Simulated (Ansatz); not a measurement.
`F[SiH2][O][GeH3]` → `[OH][GeH3]` + `F[SiH]` at 700 K and 1 bar (silylene formation by 1,1-elimination).

Calculated with Ansatz (gas phase, PBE0-D4/def2-TZVP geometries, no zero-point term in ΔE). CCSD(T)/CBS adds triple-zeta CCSD(T) − MP2 to the extrapolated MP2 energy (def2 sets, frozen cores). This one scheme is used for every species. For Ge outer-core shells are correlated without core-valence functions, which leaves a few kJ/mol of doubt a bond. Scalar relativity is left out up to krypton. One conformer a species, not always the lowest.

```json
{"species": "`F[SiH2][O][GeH3]`", "CCSD(T)/CBS energy (Eh)": "-2543.28863", "H − E (kJ/mol)": "200.0", "S (J/(mol·K))": "466.9"}
{"species": "`[OH][GeH3]`", "CCSD(T)/CBS energy (Eh)": "-2153.69723", "H − E (kJ/mol)": "141.7", "S (J/(mol·K))": "338.7"}
{"species": "`F[SiH]`", "CCSD(T)/CBS energy (Eh)": "-389.46371", "H − E (kJ/mol)": "50.0", "S (J/(mol·K))": "276.0"}
```

H − E and S are ideal-gas, rigid-rotor, harmonic terms from PBE0-D4/def2-TZVP, for one conformer and one mirror image of each species. 1 Eh = 2625.50 kJ/mol, R = 8.31446 J/(mol·K).

By hand: ΔE, ΔH, ΔS and ΔG.

ΔE = (-2153.69723) + (-389.46371) − (-2543.28863) = 0.12769 Eh = 335.3 kJ/mol. Δ(H − E) = 141.7 + 50.0 − 200.0 = -8.3, so ΔH = 327.0 kJ/mol. ΔS = 338.7 + 276.0 − 466.9 = 147.8 J/(mol·K). ΔG = 327.0 − 700 × (147.8)/1000 = 223.5 kJ/mol.

By hand: the equilibrium constant, and the temperature at which ΔG would vanish if ΔH and ΔS stayed fixed.

log₁₀ K = −ΔG/(RT ln 10) = -16.7. ΔG = 0 at ΔH/ΔS = 2212 K.

The number of gas molecules changes by +1, which sets the sign of ΔS. A doubt of 5 kJ/mol in ΔE shifts log₁₀ K by 0.4 here. Other conformers and mirror images would add mixing entropy, several J/(mol·K) or more a flexible species. Modes under 60 cm⁻¹, often nearly free rotors, make the harmonic entropy too high. These are equilibria of isolated gas molecules and say nothing of rates. Largest T1 diagnostic: 0.015 (customary marks: 0.02 for closed shells, 0.045 for open ones).
